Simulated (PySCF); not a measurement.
AlH3O3, charge +1, multiplicity 2. Atoms are numbered in the order given.

```xyz
7

Al     0.0000     0.0000     0.0000
O     -1.6678     0.0000     0.0000
H     -2.6304     0.0000     0.0000
O      0.8339     1.4443     0.0000
H      1.3152     2.2780     0.0000
O      0.8339    -1.4443     0.0000
H      1.3152    -2.2780     0.0000
```
Charge +1, spin multiplicity 2.

Geometry optimised at r2SCAN-D4/def2-SVP. The spin state was assumed, not searched. The isomer is the one that the SMILES or the coordinates give; other isomers of the formula were not compared. Other conformers were not sampled.

Calculation: PBE/def2-TZVPD in PySCF.

Gas-phase values at a fixed geometry.

- total energy: -469.43892 hartree
- point group: D3h
- α spin, highest occupied and lowest empty level: -14.09 and -7.02 eV
- β spin, highest occupied and lowest empty level: -13.87 and -13.17 eV
- dipole moment about the centre of nuclear charge: 0.00 D
- mean static polarisability: 52.9 bohr³ (7.83 Å³)
- polarisability, principal values: 25.2, 66.7, 66.7 bohr³
- ⟨S²⟩: 0.753 (pure state 0.75)
